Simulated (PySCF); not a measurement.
Species: C₄H₆FOP.
Z-matrix (Å and degrees, GFN2-xTB geometry), rows numbered from 1:
```
O 
P   1  1.4599
C   2  1.8346  1  118.50
C   3  1.5337  2  106.67  1  -144.07
C   4  1.4987  3  108.66  2    22.93
C   5  1.3257  4  115.79  3   -16.10
F   6  1.3361  2  122.16  1   -44.88
H   2  1.3962  1  114.01  3   126.91
H   3  1.0890  2  113.06  1    91.46
H   3  1.0943  2  105.34  1   -26.04
H   4  1.0938  3  110.51  2   -96.41
H   4  1.0918  3  111.22  2   144.71
H   5  1.0781  4  120.11  3   165.24
```

NICS = −σ at a ghost point: NICS(0) at the centroid of the ring atoms, NICS(1) 1 Å to either side along the normal of their mean plane, zz for the tensor component along that normal. Level: GIAO PBE0/pcSseg-1 (PySCF, non-relativistic, gas phase) on the GFN2-xTB geometry, one conformer.

Ring bond lengths (Å), with Mayer bond orders in brackets: P2–C3 1.835 (0.90), C3–C4 1.534 (1.00), C4–C5 1.499 (1.02), C5–C6 1.326 (1.80), C6–P2 1.821 (0.84).

Question: Give the NICS values of each ring in ppm.

Answer: 
```json
{"ring": "P2–C3–C4–C5–C6", "type": "5-membered ring with P; formal bonds 1 double, 4 single", "NICS(0)": "-4.8", "NICS(1), two faces": "-3.0 / -4.0", "NICS(1)zz, two faces": "-0.4 / -2.3", "rms pucker (Å)": "0.11", "centre to ring atoms, mean (Å)": "1.35"}
```

Question: What do they say, and how far can they be read as aromaticity?

Answer: 
- P2–C3–C4–C5–C6: mean NICS(1)zz -1.3 ppm, near zero. P2, C3, C4 have four or more neighbours, and the NICS criterion for π rings isn't applied.

Question: At the first NICS(1) probe listed for ring P2–C3–C4–C5–C6, 1 Å off the ring, what do the in-plane components average?

Answer: The isotropic value is a third of the trace: (3 × -3.0 − (-0.4))/2 = -4.3 ppm.

Question: What are the shieldings of the ring atoms and their hydrogens in the same run (means over atoms taken as equivalent)?

Answer: 
| atoms | environment | σ isotropic (ppm) | principal values of the symmetric part, first atom (ppm) |
| --- | --- | --- | --- |
| P2 | phosphoryl phosphorus | 328.5 | 194.7, 274.2, 516.6 |
| C3 | sp3 carbon bound to phosphorus | 156.8 | 132.5, 160.7, 177.0 |
| C4 | allylic carbon | 164.1 | 157.0, 158.4, 176.9 |
| C5 | alkene CH carbon | 59.3 | -46.5, 67.5, 156.8 |
| C6 | vinylic C–F carbon | 13.6 | -79.8, 54.9, 65.6 |
| H8 | P–H hydrogen | 23.42 | 20.0, 22.2, 28.1 |
| H9 | methylene hydrogen | 29.59 | 25.8, 27.7, 35.2 |
| H10 | methylene hydrogen | 29.61 | 26.0, 27.7, 35.1 |
| H11 | methylene hydrogen | 29.46 | 25.4, 27.2, 35.8 |
| H12 | methylene hydrogen | 29.25 | 24.5, 27.1, 36.1 |
| H13 | vinylic hydrogen | 25.61 | 23.5, 25.4, 27.9 |
